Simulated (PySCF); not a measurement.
SMILES CO[SiH2]C (PBE0/def2-SVP optimised geometry):

```
12

Si     0.135     0.256     0.000
C     -0.535     1.994     0.000
O     -0.431    -0.498    -1.376
C     -0.142    -1.820    -1.725
H      1.636     0.256     0.000
H     -0.317    -0.497     1.217
H     -0.187     2.542     0.890
H     -0.201     2.541    -0.895
H     -1.636     1.987     0.008
H      0.943    -1.991    -1.858
H     -0.639    -2.054    -2.680
H     -0.508    -2.542    -0.969
```

Method: PBE0/def2-TZVP run with PySCF 2.14.0.

Q: What are the frontier orbital energies and the dipole moment?

A: HOMO-2 -9.32 eV, HOMO-1 -8.58 eV, HOMO -7.93 eV, LUMO 0.71 eV, LUMO+1 1.15 eV; dipole moment 0.23 D.

On the same geometry PBE/def2-TZVP (PySCF) gives HOMO-2 -7.92 eV, HOMO-1 -7.08 eV, HOMO -6.41 eV, LUMO -0.14 eV, LUMO+1 0.34 eV; dipole moment 0.13 D.

Meta-Löwdin charges at PBE0/def2-TZVP: Si1 0.88, C2 -0.61, O3 -0.61, C4 -0.12, H5 -0.13, H6 -0.13, H7 0.14, H8 0.14, H9 0.14, H10 0.10, H11 0.12, H12 0.10.
